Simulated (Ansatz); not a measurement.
Si3O3⁻. The state is a doublet with charge -1. Geometry r2SCAN-D4/def2-SVPD, basis def2-TZVPD, Ansatz.

```
atom    x (Å)    y (Å)    z (Å)
 Si1   0.1575   1.8415  -0.8922
 Si2  -1.3656   0.2578  -0.0248
 Si3   0.8349  -0.7192   0.2837
  O4   1.7751  -1.8633   0.7626
  O5  -2.8215  -0.2248   0.3115
  O6   1.4197   0.7079  -0.4409
```

```json
{"run": "A", "HOMO (eV)": "-1.30", "LUMO (eV)": "0.68"}
{"run": "B", "HOMO (eV)": "-1.58", "LUMO (eV)": "0.90"}
{"run": "C", "HOMO (eV)": "-0.95", "LUMO (eV)": "0.33"}
{"run": "D", "HOMO (eV)": "-0.65", "LUMO (eV)": "0.15"}
{"run": "E", "HOMO (eV)": "-3.16", "LUMO (eV)": "2.56"}
```

B3LYP takes the VWN-RPA correlation. Another isomer (doublet) lies 1.22 eV lower at PBE0-D4/def2-TZVPD; other spin states weren't run for this one.

HOMO and LUMO are taken over both spins.

Question: The runs used B3LYP, PBE, PBE0, r2SCAN, ωB97M-V. Estimate which is which.

Answer: A B3LYP (20 % exact exchange); B PBE0 (25 % exact exchange); C r2SCAN (0 % exact exchange); D PBE (0 % exact exchange); E ωB97M-V (range-separated). Exact exchange lowers occupied and raises empty levels; among semilocal functionals meta-GGAs tend to open the gap a little, and such runs are hard to tell apart. The gap grows from 0.80 eV (PBE) to 5.72 eV (ωB97M-V).
